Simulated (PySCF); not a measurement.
## Heteronuclear NMR

Mapped SMILES: `[N:1]#[C:2][C@H:3]1[CH2:4][Si@H:5]([C:6]([F:7])([F:8])[F:9])[CH2:10]1` (H(Xn): hydrogen on atom n). Ha(C4), Ha(C10) are cis to C2 on the ring; Hb(C4), Hb(C10) are trans to C2 on the ring.

How the numbers were obtained: NMR shieldings at PBE0/pcSseg-1/GIAO, geometry from GFN2-xTB, in PySCF 2.14 (one conformer, no relativistic terms, fast rotation and ring inversion assumed for equivalent nuclei, no solvent).

Task: Predict the ¹⁹F NMR data.

Result: 
```csv
atoms,environment,σ (ppm),δ (ppm)
F7/F8/F9,fluorine of a CF3 group,247.8,-63.0
```

Shieldings were converted by a linear fit to measured shifts: ¹⁹F (scatter 6.0 ppm rms, 7.0 ppm with the 5 outliers that the fit left out vs CFCl3, solution or neat liquid, with a term for F on sp3 carbon). Occasional misses reach two or three times the rms, and more in compound classes unlike the fitted ones.

On a 500 MHz spectrometer ¹⁹F resonates near 470.5 MHz, so 1 ppm is 470.5 Hz.

Task: What are the ²⁹Si shifts?

Result: 
```tsv
atoms	environment	σ (ppm)	δ (ppm)
Si5	silicon bonded to 3 C, H, in a 4-membered ring	357.8	-14.1
```

Shieldings were converted by a linear fit to measured shifts: ²⁹Si (scatter 8.9 ppm rms, 25.8 ppm with the 6 outliers that the fit left out vs TMS, solution or neat liquid). A few per cent of atoms miss by over 2 rms, more outside the fitted compound classes.

On a 600 MHz spectrometer ²⁹Si resonates near 119.2 MHz, so 1 ppm is 119.2 Hz.

Task: Predict the ¹⁵N NMR data.

Result: 
| atoms | environment | σ (ppm) | δ (ppm) |
| --- | --- | --- | --- |
| N1 | nitrile nitrogen | -35.0 | -115.8 |

Shieldings were converted by a linear fit to measured shifts: ¹⁵N: δ = -148.07 − 0.921σ (rms 6.3 ppm, 71 shifts vs CH3NO2, solution or neat liquid). Occasional misses reach two or three times the rms, and more in compound classes unlike the fitted ones.

On a 300 MHz spectrometer ¹⁵N resonates near 30.4 MHz, so 1 ppm is 30.4 Hz.
